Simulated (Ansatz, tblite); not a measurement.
Spin states of Si₁₂⁻ (the lowest doublet isomer of a short search), each relaxed with PBE0-D4/def2-SVP in Ansatz. Electronic energies in the gas phase.

The xTB rows come from tblite. The structure comes from a short search, and lower isomers may exist.

Doublet geometry (Cs within 0.1 Å):

Cartesian coordinates in Å:
```
Si -0.9144 2.9627 1.4776
Si -1.0217 0.0267 -2.6452
Si -2.9337 -0.3002 -0.8503
Si 2.8817 1.0967 -0.2295
Si -1.6371 1.2275 0.3217
Si 0.7188 1.4185 0.9796
Si 0.3432 -1.0280 0.9140
Si -1.8373 -1.9738 0.8801
Si 2.3888 -0.1377 1.9696
Si 0.8152 0.1448 -1.1470
Si -1.2922 -1.9993 -1.4320
Si 2.4886 -1.4378 -0.2386
```

Quartet geometry:

```csv
atom,x (Å),y (Å),z (Å)
Si1,2.679,1.525,0.659
Si2,-0.980,1.842,-1.738
Si3,-1.279,2.702,1.682
Si4,1.531,-2.106,-1.918
Si5,0.377,1.950,0.280
Si6,1.747,-0.457,-0.094
Si7,-0.334,-1.146,0.853
Si8,-1.606,0.338,2.138
Si9,1.395,-2.864,0.454
Si10,-0.255,-0.361,-1.435
Si11,-2.474,1.283,0.111
Si12,-0.802,-2.706,-0.992
```

⟨S²⟩: doublet 0.76 at PBE0-D4/def2-SVPD (pure 0.75), quartet 3.78 at PBE0-D4/def2-SVP (pure 3.75).

Run but left out: HF/STO-3G (doublet: ⟨S²⟩ 1.62, where a pure state has 0.75); MP2/def2-SVPD (quartet: ⟨S²⟩ 3.93, where a pure state has 3.75).

Only these spin states were relaxed. The quartet has other bonds than the doublet, so the gap mixes isomer and spin.

Question: Estimate which spin state lies lowest at each of these levels, and by how much: GFN2-xTB; HF/def2-SVPD; PBE-D4/def2-SVP; r2SCAN-D4/def2-SVP; PBE0-D4/def2-SVP.

Answer: 
```json
{"level": "GFN2-xTB", "quartet − doublet (kcal/mol)": "8.1", "lowest of these": "doublet", "remarks": "–"}
{"level": "HF/def2-SVPD", "quartet − doublet (kcal/mol)": "-10.5", "lowest of these": "quartet", "remarks": "spin-contaminated (⟨S²⟩ 3.93) (quartet)"}
{"level": "PBE-D4/def2-SVP", "quartet − doublet (kcal/mol)": "11.9", "lowest of these": "doublet", "remarks": "–"}
{"level": "r2SCAN-D4/def2-SVP", "quartet − doublet (kcal/mol)": "8.5", "lowest of these": "doublet", "remarks": "–"}
{"level": "PBE0-D4/def2-SVP", "quartet − doublet (kcal/mol)": "8.5", "lowest of these": "doublet", "remarks": "–"}
```

The xTB methods have no spin-polarisation term.
